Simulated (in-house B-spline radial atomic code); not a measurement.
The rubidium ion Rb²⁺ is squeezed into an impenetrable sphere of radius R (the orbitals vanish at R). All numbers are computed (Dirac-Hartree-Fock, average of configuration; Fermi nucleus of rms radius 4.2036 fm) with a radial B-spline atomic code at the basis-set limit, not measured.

Energies in eV above the free ion in [Ar] 3d10 4s2 4p5:

| R (bohr) | highest level (eV) | [Ar] 3d10 4s2 4p5 | [Ar] 3d10 4s2 4p4 4f1 | [Ne] 3s2 3p5 3d10 4s2 4p5 4f1 |
| --- | --- | --- | --- | --- |
| 7.46 | -39.5 | 8.028e-05 | 32.75 | 265.7 |
| 6.97 | -39.5 | 0.0003351 | 33.27 | 266.2 |
| 4.9 | -39.4 | 0.1104 | 38.72 | 271.6 |
| 3.94 | -38.7 | 1.361 | 46.21 | 278.7 |
| 3.33 | -36.6 | 6.313 | 57.76 | 289.7 |
| 3.21 | -35.9 | 8.498 | 61.59 | 293.3 |
| 2.65 | -28.6 | 33.68 | 96.45 | 327.8 |
| 2.38 | -20.8 | 65.5 | 134.2 | 366.6 |
| 1.82 | 20.6 | 273.2 | 353.8 | 601.8 |
| 1.3 | 178 | 1238 | 1295 | 1642 |

Does [Ar] 3d10 4s2 4p4 4f1 fall below [Ar] 3d10 4s2 4p5 under compression?

No, it stays above over the whole range.

Does [Ne] 3s2 3p5 3d10 4s2 4p5 4f1 fall below [Ar] 3d10 4s2 4p5 under compression?

No, it stays above over the whole range.

The highest level is first positive in the row R = 1.82 bohr, pushed up by confinement above the zero of the free ion's potential. Each configuration is held fixed and needn't be the lowest in the sphere.
